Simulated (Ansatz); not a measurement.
ClF₃H₂O₂W, SMILES `[OH][W]([OH])([F])([F])([F])[Cl]` at its PBE0-D4/def2-TZVP geometry, where that method's forces vanish. The species carries charge 0 and has multiplicity 1. W: def2 effective core potential.

```xyz
9

O    -0.9264    1.3073   -0.5312
W     0.2239   -0.0544   -0.0740
O    -0.7246   -0.5495    1.4223
F     1.3032    0.3636   -1.5322
F     1.4959   -1.3648    0.2880
F     1.2915    1.1064    0.9179
Cl   -0.8758   -1.5811   -1.4084
H    -1.0587    1.9719   -1.2091
H    -0.7290   -1.1994    2.1266
```

(1) What forces (eV/Å) does r2SCAN-D4/def2-TZVPP give on these atoms in Ansatz 0.2.0? (Best estimate.)

Results:

(1) Computed: 
```
O1  -0.279  0.333 -0.077
W2   0.111 -0.093 -0.100
O3  -0.235 -0.086  0.366
F4   0.176  0.053 -0.194
F5   0.200 -0.171  0.042
F6   0.124  0.134  0.114
Cl7 -0.112 -0.161 -0.141
H8   0.005  0.017 -0.028
H9   0.010 -0.026  0.017
```
